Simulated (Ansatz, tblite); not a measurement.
Removing an electron: TcO3Br (TcBrO₃). Total charge 0; singlet. Geometry: r2SCAN-D4/def2-SVP. Ansatz, gas phase; energy differences of separate SCF runs; the oxidised species was run as a doublet alone.

```xyz
5

Tc   -0.030    0.019    0.139
O     1.000   -0.924    1.064
O     0.182    1.635    0.531
O    -1.618   -0.428    0.430
Br    0.467   -0.302   -2.163
```

In the def2 sets Tc takes a core potential; there is no spin–orbit coupling. The xTB rows come from tblite. HOMO above LUMO, or a gap near zero within one spin, warns that the state may not be the lowest or that an electron is smeared out.

Task: Estimate orbital energies and vertical ionisation energies at: GFN1-xTB; GFN2-xTB; PBE-D4/def2-TZVP; r2SCAN-D4/def2-TZVP; PBE0-D4/def2-TZVP.

Result: 
```json
{"level": "GFN1-xTB", "−HOMO (eV)": "15.62", "vertical IE (eV)": "19.52", "−LUMO (eV)": "12.75", "HOMO–LUMO gap (eV)": "2.87", "remarks": "–"}
{"level": "GFN2-xTB", "−HOMO (eV)": "13.68", "vertical IE (eV)": "17.05", "−LUMO (eV)": "10.89", "HOMO–LUMO gap (eV)": "2.78", "remarks": "–"}
{"level": "PBE-D4/def2-TZVP", "−HOMO (eV)": "8.31", "vertical IE (eV)": "11.41", "−LUMO (eV)": "4.75", "HOMO–LUMO gap (eV)": "3.56", "remarks": "gap within one spin near zero (+1 doublet)"}
{"level": "r2SCAN-D4/def2-TZVP", "−HOMO (eV)": "8.68", "vertical IE (eV)": "11.64", "−LUMO (eV)": "4.85", "HOMO–LUMO gap (eV)": "3.83", "remarks": "restricted SCF unstable in HF (singlet)"}
{"level": "PBE0-D4/def2-TZVP", "−HOMO (eV)": "9.63", "vertical IE (eV)": "11.77", "−LUMO (eV)": "4.18", "HOMO–LUMO gap (eV)": "5.45", "remarks": "restricted SCF unstable in HF (singlet)"}
```

Relaxing the oxidised species (r2SCAN-D4/def2-SVP) changes its energy by -0.03 eV at PBE-D4/def2-TZVP, so the adiabatic ionisation energy to this nearest minimum is 11.38 eV. At PBE0-D4/def2-TZVP it is 11.67 eV.    Raw xTB energy differences between charge states are shifted by several eV; the methods need an empirical correction for them.
